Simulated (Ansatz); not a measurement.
C4H2BrCl, SMILES C#C/C=C(/Cl)Br.

Geometry optimised at B3LYP-D3(BJ)/def2-SVP. The structure was generated by enumeration; whether it is a known compound was not checked.

Two levels are set side by side: PBE/def2-SVPD (Ansatz, an electronic-structure program) and CAM-B3LYP/def2-SVPD (Ansatz). Energy differences of separate SCF runs at the same geometry; the states with an electron removed or added have multiplicity 2 and 2. Differences are taken from unrounded values.

```csv
quantity,CAM-B3LYP
vertical ionisation energy (eV),9.12
vertical singlet–triplet gap (eV),3.07
```

**Question.** What does PBE give, and how far is it from CAM-B3LYP? (The exact figures need the calculation; the answer reports its results.)

**Answer.** 
```tsv
quantity	PBE	PBE minus CAM-B3LYP
vertical ionisation energy (eV)	8.79	-0.33
vertical singlet–triplet gap (eV)	3.01	-0.06
```
